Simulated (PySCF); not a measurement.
MgTl: one state, many levels of theory

State: ²Π (doublet), unpaired electrons π ↑. Set-up: basis Mg def2-SVPD, Tl def2-SVPD with ECP60; scalar-relativistic core potentials; PySCF 2.14. De refers to Mg + Tl in their high-spin ground configurations, without counterpoise correction. The functionals are run spin-unrestricted. A positive dipole means Mg(−)Tl(+). Levels whose curve was spin-contaminated or gave no clean fit are not listed.

| Level | Re (Å) | ωe (cm⁻¹) | De (eV) | μ (D) | CPU s a point (SCF and correlation, without the integrals) |
| --- | --- | --- | --- | --- | --- |
| ROHF-MP2 | 3.098 | 120 | 0.275 | n/a | 0.14 |
| ROHF-SCS-MP2 | 3.187 | 98.8 | 0.194 | n/a | n/a |
| ROHF-CCSD | 3.171 | 107 | 0.212 | n/a | n/a |
| ROHF-CCSD(T) | 3.113 | 122 | 0.274 | n/a | 7.7 |
| PBE | 3.019 | 150 | 0.51 | -0.48 | 0.42 |
| PBEsol | 2.966 | 161 | 0.61 | -0.62 | 0.28 |
| PW91 | 3.009 | 152 | 0.53 | -0.52 | 0.31 |
| r²SCAN | 2.988 | 155 | 0.51 | -0.67 | 0.59 |
| PBE0 | 3.035 | 143 | 0.417 | -0.64 | 0.82 |
| M06-2X | 3.210 | 107 | 0.274 | -0.64 | 0.64 |

Question: Which functional lies closest to ROHF-CCSD(T) in De, which farthest, and by how much do they differ from it?

Answer: Closest is M06-2X (+9.7 pm in Re, -12.3 % in ωe, +0.00 eV in De against ROHF-CCSD(T) in the same basis), farthest PBEsol (-14.7 pm in Re, +32.0 % in ωe, +0.34 eV in De). CCSD(T) converges more slowly with the basis than the functionals do and binds too weakly in this one, so the order can change at the basis-set limit.

Correlated steps freeze 5 core orbitals. Correlated levels converge slowly with the basis: in double zeta they bind strong bonds too weakly, by up to about 1 eV, and carry superposition errors of some tenths. These are scalar-relativistic numbers at best; spin–orbit coupling would shift them, the dissociation energy most. The state was picked by a PBE0 search and need not be the measured ground state.

The whole job (state search and all levels along the bond) took about 2.2 min on 1 thread of Intel Xeon 6975P-C (shared host), peak memory 0.69 GiB.
